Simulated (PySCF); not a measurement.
NMR parameters from quadrupole coupling constants

Compound: H10SSi4.
Z-matrix (Å and degrees, GFN2-xTB geometry), rows numbered from 1:
```
Si
S   1  2.1274
Si  2  2.1960  1  106.32
Si  3  2.3282  2  109.79  1   -66.03
Si  3  2.3282  2  109.81  1    65.84
H   1  1.4589  2  108.58  3   -60.03
H   1  1.4511  2  103.89  3   179.88
H   1  1.4590  2  108.56  3    59.77
H   3  1.4689  2   96.23  1   179.91
H   4  1.4681  3  111.75  2    72.33
H   4  1.4650  3  107.95  2  -170.59
H   4  1.4642  3  115.98  2   -49.95
H   5  1.4643  3  115.99  2    49.87
H   5  1.4650  3  107.96  2   170.51
H   5  1.4680  3  111.75  2   -72.43
```

Computed at PBE0/pcSseg-1 (PySCF, non-relativistic):

```tsv
atom	environment	nucleus	spin I	Q (b)	CQ = χzz (MHz)	η
S2	sulfur bonded to 2 Si	33S	3/2	-0.0678	27.425	0.650
```

Q: PQ = |CQ|√(1 + η²/3), νQ = 3|CQ|/[2I(2I − 1)], ν0 = |g|·7.62259 MHz/T·B with g(33S) = 0.42921: values at 16.45 T?

A: 
```tsv
atom	PQ (MHz)	νQ (MHz)	ν0 (MHz)	νQ/ν0
S2	29.29	13.71	53.82	0.255
```

For S2: PQ = 27.43 × 1.0681, νQ = 27.43 × 0.5000, ν0 = 3.2717 MHz/T × 16.45 T.

Q: Take a correlation time of 20 ps, isotropic tumbling and extreme narrowing. What quadrupolar relaxation rates and linewidths follow?

A: 1/T1 = 1/T2 = (3π²/10)(2I + 3)/[I²(2I − 1)] × PQ² × τc; the width is 1/(πT2).

```tsv
site	spin factor (2I + 3)/[I²(2I − 1)]	1/T1 (s⁻¹)	T1 (ms)	linewidth (Hz)
33S at S2	1.333	67700	0.0148	21600
```

Geometry: GFN2-xTB, one conformer, isolated molecule. GFN2-xTB bond lengths can be off by several hundredths of an ångström, more for odd bonds, and the gradients follow them. With a basis this small, the couplings can be 20 % off.
